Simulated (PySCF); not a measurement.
CH2N, SMILES [NH][CH] (connectivity only; charge and spin as stated), neutral, multiplicity 2. The structure is a stationary point at PBE-D3(BJ)/def2-TZVPD.

Method: PBE-D3(BJ)/def2-TZVPD (PySCF).

Harmonic wavenumbers (cm⁻¹): 884, 946, 1150, 1756, 2940, 3322. Rotational constants (GHz): 404.6, 38.49, 35.15; symmetry number 1.

**Question.** Work out the zero-point energy and the ideal-gas rigid-rotor harmonic-oscillator thermochemistry at 298.15 K and 1 atm.

**Answer.** ZPE = ½ Σ hcν = ½ × 10997 cm⁻¹ = 15.72 kcal/mol. H − E(el) = 18.17 kcal/mol. Entropy in cal/(mol K): translation 35.93, rotation 17.03, vibration 0.32, spin 1.38, total 54.65. G − E(el) = 1.88 kcal/mol. Cp = 9.18 cal/(mol K).
